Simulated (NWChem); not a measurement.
Molecule: GaHI2; SMILES [I][GaH][I]

Program: NWChem. Medium grid unless said otherwise, to which SCAN and Minnesota functionals are sensitive. Coordinates come from a PBE0/def2-SVP optimisation. def2 effective core potentials on I; no spin-orbit coupling.

Q: What does the run give for SCAN/def2-SVP? Quantities: highest occupied level (eV); orbital gap (eV); dipole (D).

A: 
- highest occupied level (eV) = -6.84
- orbital gap (eV) = 4.23
- dipole (D) = 0.95
